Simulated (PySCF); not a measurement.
Species: C₂H₅BO₂.
Atom-mapped SMILES: `[BH:1]1[O:2][CH2:3][CH2:4][O:5]1` (hydrogens: H6 on B1; H7, H8 on C3; H9, H10 on C4)

Structure used (PBE0-D3(BJ)/def2-SVP), in Å, numbered top down from 1:
```
atom  x, y, z in Å
B1    -1.3303   -0.3744   -0.5578
O2    -0.1826   -1.0393   -0.8621
C3     0.8680   -0.4703   -0.0956
C4     0.2464    0.7796    0.5545
O5    -1.1470    0.6620    0.3056
H6    -2.4015   -0.6746   -1.0070
H7     1.2062   -1.2073    0.6512
H8     1.7214   -0.2350   -0.7502
H9     0.4283    0.8340    1.6388
H10    0.6143    1.7153    0.1013
```

The calculation used MP2 and CCSD/aug-cc-pVDZ in PySCF, restricted Hartree–Fock reference, 5 core orbitals frozen, non-relativistic, gas phase, PBE0-D3(BJ)/def2-SVP geometry.

E(HF) = -253.17091 Eh.

How large is the problem?

160 basis functions and 38 electrons; 5 orbitals frozen, which leaves o = 14 correlated occupied and v = 141 virtual orbitals. That is o·v = 1974 singles and o·v(o·v + 1)/2 = 1949325 distinct closed-shell doubles amplitudes before symmetry; the costliest CCSD step grows as o²v⁴ = 7.7 × 10^10.

What are the MP2 and CCSD correlation energies?

MP2 -0.7527 Eh and CCSD -0.7895 Eh, which gives totals of -253.92358 and -253.96042 Eh. That is 0.767 eV for each correlated electron at CCSD (2073 kJ/mol in all, 0.311 % of the total energy); MP2 gives 95.3 % of the CCSD value.

What is the T1 diagnostic?

0.0142, below the customary warning level of 0.02. It is the norm of the spatial-orbital singles amplitudes over the root of the number of correlated electrons, so the norm is 0.075.

How does correlation change the dipole moment?

HF gives 2.25 D and CCSD (unrelaxed density) 2.24 D, a change of -0.01 D.

No triples correction and no basis-set extrapolation were made.
